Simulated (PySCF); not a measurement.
**Molecular orbitals of AlSn⁻**

UHF at R = 2.682 Å; PySCF, scalar-relativistic core potentials, basis sets Al def2-SVPD, Sn def2-SVPD with ECP28. State: ³Σ⁻ (triplet), unpaired electrons π ↑↑. Only the outer orbitals are listed, counted within each symmetry, core potentials removing the inner ones.

| spin | orbital | occ. | ε (eV) | on Al (%) | main shells (%) |
| --- | --- | --- | --- | --- | --- |
| α | 7σ | 1 | -11.17 | 19 | 78 Sn s, 15 Al s |
| α | 8σ | 1 | -5.74 | 68 | 67 Al s, 17 Sn s, 14 Sn p |
| α | 4π | 1 | -2.13 | 20 | 79 Sn p, 17 Al p |
| α | 4π | 1 | -2.13 | 20 | 79 Sn p, 17 Al p |
| α | 9σ | 1 | -1.38 | 52 | 43 Sn p, 39 Al p, 12 Al s |
| α | 5π | 0 | 5.21 | 67 | 53 Al p, 23 Sn d, 14 Al d |
| α | 5π | 0 | 5.21 | 67 | 53 Al p, 23 Sn d, 14 Al d |
| α | 10σ | 0 | 5.22 | 96 | 94 Al s |
| β | 7σ | 1 | -8.63 | 36 | 61 Sn s, 30 Al s |
| β | 8σ | 1 | -4.93 | 62 | 56 Al s, 26 Sn s, 12 Sn p |
| β | 9σ | 1 | -1.12 | 53 | 45 Al p, 38 Sn p |
| β | 4π | 0 | 5.03 | 59 | 61 Al p, 39 Sn p |
| β | 4π | 0 | 5.03 | 59 | 61 Al p, 39 Sn p |

Question: Which are the highest filled and the lowest empty level, where do they sit, and how wide is the gap?

Answer: Highest filled β 9σ at -1.12 eV (in %: 45 Al p, 38 Sn p); lowest empty β 4π at 5.03 eV (in %: 61 Al p, 39 Sn p); the gap at UHF is 6.15 eV. An empty level above zero is unbound, and its energy depends on the basis.

- bond order (Mayer): 1.63
- ⟨S²⟩: 2.020
- charge on Al (Mulliken, basis-dependent): -0.30
- charge on Al (Löwdin, basis-dependent): -0.46
- dipole moment (positive dipole points towards Sn; it is taken about the centre of mass and depends on that origin): 2.88 D
- polarisability along the bond: 264.5 bohr³
- polarisability across the bond: 124.4 bohr³

Spin–orbit coupling is left out. The state was picked by a PBE0 search and need not be the measured ground state.
